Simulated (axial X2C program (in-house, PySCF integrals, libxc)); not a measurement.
## What spin–orbit coupling does to BeCl

Calculated with an in-house all-electron X2C program for linear molecules (integrals from PySCF). Spin-free means the one-electron spin-free X2C Hamiltonian; two-component (2c) means X2C with spin–orbit coupling and atomic mean-field two-electron Coulomb and Gaunt terms, so the difference of the two also holds small scalar two-electron terms. Basis: Cl dyall-av3z [9s8p3d2f], Be dyall-cv3z [8s8p3d1f] (cores contracted in-house); Gaussian nuclei, density fitting, unrestricted open shells. Masses: Cl 34.969 u, Be 9.012 u.

Spin-free state: M_S = 1/2, Λ = 0 (beyond evenly filled blocks: σα); fragments Cl + Be.

```
level  Re (Å)  ωe (cm⁻¹)  De (eV)  μ (D)
 PBE0   1.803      838.3    4.280   0.89
   HF   1.813      844.0    3.626   1.13
  MP2   1.810      841.4    4.307    n/a
TPSSh   1.811      822.5    4.189   0.87
```

Correlated methods: 9 electrons correlated (number of frozen shells: Cl 2 s, 1 p; Be 1 s), 175 virtual spin orbitals or spinors in MP2.

Dipoles are positive if Be is the positive end.

Two-component determinant lowest at the distance of the search:

Ω = 1/2 (⟨Sz⟩ = 0.50, ⟨Lz⟩ = 0.00 at HF); fragments Cl + Be.

```tsv
level	Re (Å)	ωe (cm⁻¹)	De (eV)	μ (D)
PBE0	1.803	838.1	4.274	0.88
HF	1.813	843.9	3.565	1.13
MP2	1.810	841.3	4.271	n/a
TPSSh	1.811	822.4	4.185	0.87
```

(1) From the two tables, how do the constants change at the MP2 level (2c against spin-free)?

One determinant describes the state; a PBE0 search over occupations chose it and may have missed a lower one. De is counted from the lowest determinant-based energies of the atoms at the same level, without counterpoise correction. Density functionals use the spin component along the axis (collinear). The 2c atoms are single determinants rather than J levels; their spin–orbit lowering is only partly caught, and De is too large by that part. This holds for PBE0, TPSSh. The functionals have no current-density term, which raises determinants with orbital currents, atoms included.

Answers

(1) At the MP2 level Re is unchanged within 0.001 Å and ωe stays the same within 0.2 cm⁻¹; De changes by -0.036 eV.
